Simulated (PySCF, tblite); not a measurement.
Isomers of CH6ClFPSi2 (doublet state). All values are computed: GFN2-xTB (tblite) harmonic vibrations without scaling, gas phase. This tight-binding method is rough: wavenumbers can miss measured ones by several per cent, in bad cases by 10 to 20. Modes of hydrogen on phosphorus and silicon can be 10 to 20 % off. One conformer each. Open shells enter through the occupations alone, without spin polarisation, and single modes of such species can be off by tens of per cent.

Electronic energies: B3LYP/pcH-1 single points on the GFN2-xTB geometries (PySCF, gas phase).

```tsv
SMILES	electronic energy, lowest = 0 (kcal/mol)
F[C@H](Cl)[SiH][SiH2]P	6.8
F[C@@H](Cl)[SiH2][SiH]P	5.9
F[C@@H](Cl)[SiH2][SiH2][PH]	0.0
F[C](Cl)[SiH2][SiH2]P	11.5
```

Question: How do GFN2-xTB zero-point energies change the relative energies?

Answer: 
```json
{"SMILES": "F[C@@H](Cl)[SiH2][SiH2][PH]", "ZPE (kcal/mol)": "37.6", "of it from modes above 1550 cm⁻¹": "20.1", "electronic (kcal/mol)": "0.0", "with ZPE, lowest = 0 (kcal/mol)": "0.0", "lowest mode (cm⁻¹)": "18", "rings": "0"}
{"SMILES": "F[C@@H](Cl)[SiH2][SiH]P", "ZPE (kcal/mol)": "38.3", "of it from modes above 1550 cm⁻¹": "20.1", "electronic (kcal/mol)": "5.9", "with ZPE, lowest = 0 (kcal/mol)": "6.7", "lowest mode (cm⁻¹)": "33", "rings": "0"}
{"SMILES": "F[C@H](Cl)[SiH][SiH2]P", "ZPE (kcal/mol)": "38.3", "of it from modes above 1550 cm⁻¹": "20.3", "electronic (kcal/mol)": "6.8", "with ZPE, lowest = 0 (kcal/mol)": "7.5", "lowest mode (cm⁻¹)": "15", "rings": "0"}
{"SMILES": "F[C](Cl)[SiH2][SiH2]P", "ZPE (kcal/mol)": "36.1", "of it from modes above 1550 cm⁻¹": "19.4", "electronic (kcal/mol)": "11.5", "with ZPE, lowest = 0 (kcal/mol)": "10.0", "lowest mode (cm⁻¹)": "16i", "rings": "0"}
```

The zero-point energies span 2.2 kcal/mol, from `F[C](Cl)[SiH2][SiH2]P` to `F[C@@H](Cl)[SiH2][SiH]P`. Slightly imaginary modes are left out of the zero-point energy: `F[C](Cl)[SiH2][SiH2]P` 15.6i cm⁻¹. The order is unchanged.

Question: And how do the electronic energies of GFN2-xTB itself compare?

Answer: `F[C@@H](Cl)[SiH2][SiH2][PH]` 0.4; `F[C@@H](Cl)[SiH2][SiH]P` 0.0; `F[C@H](Cl)[SiH][SiH2]P` 4.2; `F[C](Cl)[SiH2][SiH2]P` 12.7 kcal/mol, lowest = 0. Against the energies above, taken from the same isomer `F[C@@H](Cl)[SiH2][SiH2][PH]`, the largest difference is 6.3 kcal/mol.
